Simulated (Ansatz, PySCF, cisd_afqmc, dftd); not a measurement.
System: BO, charge 0, doublet. BO (SMILES O=[B], doublet).
B3LYP-D3(BJ)/def2-TZVP minimum from Ansatz (a first-principles code):
```
B
O 1 1.2021
```
Charge 0, spin multiplicity 2.

Wanted: enthalpy of formation at 298 K (by atomisation, with ideal-gas terms from PySCF's Hessian at B3LYP-D3(BJ)/def2-TZVP and the atoms' measured values of the G2/97 table; no spin-orbit terms), in kJ/mol. Open shells are spin-unrestricted; no spin-orbit coupling. Correlated methods leave the cores frozen. Rows without X2C or -DK are non-relativistic. AFQMC is phaseless with a CISD trial state; ± is one standard error, without the phaseless bias. Outlying blocks are dropped, and bars are widened where a walk drifts. Over all cases where full CI ran beside it in this data, AFQMC minus full CI had a median of +0.1 mEh and passed +0.4 mEh in a tenth of the cases. CBS(X,Y): correlation extrapolated as X^-3, Hartree-Fock from the larger set (Q,5: extrapolated as (X+1)exp(-9√X)). A bracket is a step between two methods taken in the basis named. The functionals are non-relativistic, so their misses hold any scalar relativity. Double hybrids freeze cores in their MP2 part. 'core' is core correlation in cc-pwCVTZ, 'X2C' scalar relativity in cc-pVTZ-DK, both at CCSD(T). For partners of very few electrons the exact lower level stands in for a higher one. The UHF reference of BO ([B]=O, doublet) is spin-contaminated (<S^2> up to 0.05 over the pure value in the sets run).

```tsv
level	program	enthalpy of formation at 298 K (kJ/mol)	difference against the last row
PBE-D4/def2-TZVPD	Ansatz + dftd4	-34.3	-48.5
B2GP-PLYP/def2-TZVPD	Ansatz	17.6	3.4
CCSD/CBS(cc-pVTZ,cc-pVQZ)	Ansatz	49.5	35.3
CCSD(T)/cc-pVTZ	Ansatz	49.2	35.0
CCSDT(Q)/cc-pVDZ	Ansatz	89.5	75.3
CCSDT(Q)/cc-pVQZ	Ansatz	29.1	14.9
CCSD(T)/CBS(cc-pVQZ,cc-pV5Z) + [AFQMC/CISD - CCSD(T)]/cc-pVDZ + core + X2C	Ansatz + cisd_afqmc	12.0 ± 1.4	-2.2
CCSD(T)/CBS(cc-pVQZ,cc-pV5Z) + [CCSDT(Q) - CCSD(T)]/cc-pVQZ + [CCSDTQ - CCSDT(Q)]/cc-pVDZ + core + X2C	Ansatz	14.2	0.0
```
